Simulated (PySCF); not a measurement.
Species: CH9ClSi3.
SMILES with atom numbers: `[SiH3:1][C:2]([SiH3:3])([SiH3:4])[Cl:5]` (hydrogens: H6, H7, H8 on Si1; H9, H10, H11 on Si3; H12, H13, H14 on Si4)

The same species was optimised twice, with GFN2-xTB and with PBE0-D3(BJ)/def2-SVP (PySCF), and the same property calculations (PySCF, gas phase) were run on both structures.

```json
{"coordinate": "Si1–H6 (Å)", "GFN2-xTB": "1.463", "PBE0-D3(BJ)/def2-SVP": "1.496", "change": "+0.033"}
{"coordinate": "Si4–H14 (Å)", "GFN2-xTB": "1.463", "PBE0-D3(BJ)/def2-SVP": "1.496", "change": "+0.033"}
{"coordinate": "Si3–H10 (Å)", "GFN2-xTB": "1.464", "PBE0-D3(BJ)/def2-SVP": "1.496", "change": "+0.032"}
{"coordinate": "Si1–H7 (Å)", "GFN2-xTB": "1.462", "PBE0-D3(BJ)/def2-SVP": "1.492", "change": "+0.030"}
{"coordinate": "Si3–H9 (Å)", "GFN2-xTB": "1.462", "PBE0-D3(BJ)/def2-SVP": "1.492", "change": "+0.030"}
{"coordinate": "Si4–H12 (Å)", "GFN2-xTB": "1.462", "PBE0-D3(BJ)/def2-SVP": "1.492", "change": "+0.030"}
{"coordinate": "Si3–H11 (Å)", "GFN2-xTB": "1.462", "PBE0-D3(BJ)/def2-SVP": "1.492", "change": "+0.030"}
{"coordinate": "Si1–H8 (Å)", "GFN2-xTB": "1.462", "PBE0-D3(BJ)/def2-SVP": "1.492", "change": "+0.030"}
{"coordinate": "Si4–H13 (Å)", "GFN2-xTB": "1.462", "PBE0-D3(BJ)/def2-SVP": "1.492", "change": "+0.030"}
{"coordinate": "C2–Si4 (Å)", "GFN2-xTB": "1.908", "PBE0-D3(BJ)/def2-SVP": "1.896", "change": "-0.012"}
{"coordinate": "Si1–C2 (Å)", "GFN2-xTB": "1.908", "PBE0-D3(BJ)/def2-SVP": "1.896", "change": "-0.012"}
{"coordinate": "C2–Si3 (Å)", "GFN2-xTB": "1.908", "PBE0-D3(BJ)/def2-SVP": "1.897", "change": "-0.011"}
{"coordinate": "C2–Cl5 (Å)", "GFN2-xTB": "1.825", "PBE0-D3(BJ)/def2-SVP": "1.830", "change": "+0.005"}
{"coordinate": "Si4–C2–Cl5 (°)", "GFN2-xTB": "104.0", "PBE0-D3(BJ)/def2-SVP": "106.2", "change": "+2.2"}
{"coordinate": "Si1–C2–Cl5 (°)", "GFN2-xTB": "104.0", "PBE0-D3(BJ)/def2-SVP": "106.2", "change": "+2.2"}
{"coordinate": "Si3–C2–Cl5 (°)", "GFN2-xTB": "104.0", "PBE0-D3(BJ)/def2-SVP": "106.1", "change": "+2.1"}
{"coordinate": "Si3–C2–Si4 (°)", "GFN2-xTB": "114.3", "PBE0-D3(BJ)/def2-SVP": "112.3", "change": "-2.0"}
{"coordinate": "Si1–C2–Si4 (°)", "GFN2-xTB": "114.4", "PBE0-D3(BJ)/def2-SVP": "112.7", "change": "-1.7"}
{"coordinate": "Si1–C2–Si3 (°)", "GFN2-xTB": "114.3", "PBE0-D3(BJ)/def2-SVP": "112.6", "change": "-1.7"}
{"coordinate": "H13–Si4–H14 (°)", "GFN2-xTB": "110.7", "PBE0-D3(BJ)/def2-SVP": "109.6", "change": "-1.1"}
{"coordinate": "H6–Si1–H7 (°)", "GFN2-xTB": "110.6", "PBE0-D3(BJ)/def2-SVP": "109.5", "change": "-1.1"}
```

Rotational constants: A = 1604, B = 1603, C = 1465 MHz (GFN2-xTB) against A = 1583, B = 1579, C = 1505 MHz (PBE0-D3(BJ)/def2-SVP). Point groups within 0.08 Å: C3v and C3v. Atoms that the bonding makes alike are paired by their places after alignment.

On the GFN2-xTB structure: lowest singlet, TDDFT (eV) 5.98 [B3LYP/def2-SVPD]; lowest triplet, Tamm–Dancoff (eV) 5.37 [B3LYP/def2-SVPD]; isotropic polarisability (au) 107.1 [B3LYP/def2-SVPD]; HOMO (eV) -7.90 [B3LYP/def2-SVPD]; LUMO (eV) -0.77 [B3LYP/def2-SVPD]; dipole (D) 1.30 [B3LYP/def2-SVPD]; HOMO (eV) -8.16 [PBE0/pcSseg-1]; LUMO (eV) -0.56 [PBE0/pcSseg-1]; dipole (D) 1.40 [PBE0/pcSseg-1]; GIAO shielding of Si1/Si3/Si4 (mean) (ppm) 406.3 [PBE0/pcSseg-1]; GIAO shielding of C2 (ppm) 166.0 [PBE0/pcSseg-1]; GIAO shielding of Cl5 (ppm) 812.9 [PBE0/pcSseg-1].

Question: What do these properties become on the PBE0-D3(BJ)/def2-SVP structure?

Answer: 
```json
{"property": "lowest singlet, TDDFT (eV)", "level": "B3LYP/def2-SVPD", "on GFN2-xTB": "5.98", "on PBE0-D3(BJ)/def2-SVP": "5.91", "change": "-0.07"}
{"property": "lowest triplet, Tamm–Dancoff (eV)", "level": "B3LYP/def2-SVPD", "on GFN2-xTB": "5.37", "on PBE0-D3(BJ)/def2-SVP": "5.29", "change": "-0.08"}
{"property": "isotropic polarisability (au)", "level": "B3LYP/def2-SVPD", "on GFN2-xTB": "107.1", "on PBE0-D3(BJ)/def2-SVP": "109.5", "change": "+2.4"}
{"property": "HOMO (eV)", "level": "B3LYP/def2-SVPD", "on GFN2-xTB": "-7.90", "on PBE0-D3(BJ)/def2-SVP": "-8.01", "change": "-0.11"}
{"property": "LUMO (eV)", "level": "B3LYP/def2-SVPD", "on GFN2-xTB": "-0.77", "on PBE0-D3(BJ)/def2-SVP": "-0.93", "change": "-0.16"}
{"property": "dipole (D)", "level": "B3LYP/def2-SVPD", "on GFN2-xTB": "1.30", "on PBE0-D3(BJ)/def2-SVP": "1.20", "change": "-0.10"}
{"property": "energy, GFN2-xTB geometry as zero (kcal/mol)", "level": "B3LYP/def2-SVPD", "on GFN2-xTB": "0.0", "on PBE0-D3(BJ)/def2-SVP": "-2.0", "change": "-2.0"}
{"property": "HOMO (eV)", "level": "PBE0/pcSseg-1", "on GFN2-xTB": "-8.16", "on PBE0-D3(BJ)/def2-SVP": "-8.26", "change": "-0.10"}
{"property": "LUMO (eV)", "level": "PBE0/pcSseg-1", "on GFN2-xTB": "-0.56", "on PBE0-D3(BJ)/def2-SVP": "-0.72", "change": "-0.16"}
{"property": "dipole (D)", "level": "PBE0/pcSseg-1", "on GFN2-xTB": "1.40", "on PBE0-D3(BJ)/def2-SVP": "1.28", "change": "-0.12"}
{"property": "energy, GFN2-xTB geometry as zero (kcal/mol)", "level": "PBE0/pcSseg-1", "on GFN2-xTB": "0.0", "on PBE0-D3(BJ)/def2-SVP": "-2.0", "change": "-2.0"}
{"property": "GIAO shielding of Si1/Si3/Si4 (mean) (ppm)", "level": "PBE0/pcSseg-1", "on GFN2-xTB": "406.3", "on PBE0-D3(BJ)/def2-SVP": "405.4", "change": "-0.9"}
{"property": "GIAO shielding of C2 (ppm)", "level": "PBE0/pcSseg-1", "on GFN2-xTB": "166.0", "on PBE0-D3(BJ)/def2-SVP": "164.7", "change": "-1.3"}
{"property": "GIAO shielding of Cl5 (ppm)", "level": "PBE0/pcSseg-1", "on GFN2-xTB": "812.9", "on PBE0-D3(BJ)/def2-SVP": "815.8", "change": "+2.9"}
```

The heavy atoms differ by 0.041 Å rms after alignment (one structure mirrored). Among all bonds Si1–H6, Si3–H10 and Si4–H14 change most and about equally (+0.032 to +0.033 Å). Changes are differences of the printed values. Neither structure is proved a minimum here.
